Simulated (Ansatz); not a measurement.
Mulliken charges of BrCl₂GeH (`[Cl][GeH]([Cl])[Br]`) from PBE/def2-TZVPP in Ansatz (PBE0-D4/def2-TZVP geometry).

```
atom   x (Å)   y (Å)   z (Å)  charge (e)
 Cl1  -1.148  -0.088   1.733      -0.233
 Ge2   0.106   0.095   0.023       0.639
 Cl3   1.282  -1.672  -0.131      -0.233
 Br4  -1.202   0.277  -1.836      -0.221
  H5   1.012   1.315   0.168       0.046
```

Task: By hand: the dipole of these point charges (1 e Å = 4.8032 D).

Result: Σ q r = (0.349, 0.470, 0.055) e Å, of length 0.588 e Å = 2.82 D.

Task: How does the dipole of the full density compare? (Estimate.)

Result: Ansatz gave: (0.136, 0.224, -0.013) e Å, 1.26 D; the point charges give 2.24 times that, at 10° from its direction.

Point charges leave out the atoms' own dipoles, such as those of lone pairs, and Mulliken's split depends on the basis, so the two needn't agree.
